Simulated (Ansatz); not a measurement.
`[Cl][Ti]([Cl])([Cl])[I]` + HCl → `[Cl][Ti]([Cl])([Cl])[Cl]` + HI at 500 K and 1 bar (ligand exchange at a Ti–I bond).

Computed with Ansatz on PBE0-D4/def2-TZVP structures; ΔE is electronic, products minus reactants. CCSD(T)/CBS adds triple-zeta CCSD(T) − MP2 to the extrapolated MP2 energy (def2 sets, frozen cores). This one scheme is used for every species. def2 core potentials past Kr. For I, Ti outer-core shells are correlated without core-valence functions, which leaves a few kJ/mol of doubt a bond. Scalar relativity is left out up to krypton.

```tsv
species	CCSD(T)/CBS energy (Eh)	H − E (kJ/mol)	S (J/(mol·K))
`[Cl][Ti]([Cl])([Cl])[I]`	-2525.94918	56.4	436.6
HCl	-460.38127	32.5	201.9
`[Cl][Ti]([Cl])([Cl])[Cl]`	-2688.29434	56.9	404.4
HI	-298.03592	28.6	221.6
```

H − E and S are ideal-gas, rigid-rotor, harmonic terms from PBE0-D4/def2-TZVP. 1 Eh = 2625.50 kJ/mol, R = 8.31446 J/(mol·K).

Task: By hand: ΔE, ΔH, ΔS and ΔG.

Result: ΔE = (-2688.29434) + (-298.03592) − (-2525.94918) − (-460.38127) = 0.00019 Eh = 0.5 kJ/mol. Δ(H − E) = 56.9 + 28.6 − 56.4 − 32.5 = -3.4, so ΔH = -2.9 kJ/mol. ΔS = 404.4 + 221.6 − 436.6 − 201.9 = -12.5 J/(mol·K). ΔG = -2.9 − 500 × (-12.5)/1000 = 3.4 kJ/mol.

Task: By hand: the equilibrium constant, and the temperature at which ΔG would vanish if ΔH and ΔS stayed fixed.

Result: log₁₀ K = −ΔG/(RT ln 10) = -0.4. ΔG = 0 at ΔH/ΔS = 232 K, though so small a ΔH makes that figure unsure.

TΔS isn't small against ΔH here. The sign of ΔG lies within the doubt. A doubt of 5 kJ/mol in ΔE shifts log₁₀ K by 0.5 here. These are equilibria of isolated gas molecules and say nothing of rates. Largest T1 diagnostic: 0.025 (customary marks: 0.02 for closed shells, 0.045 for open ones).
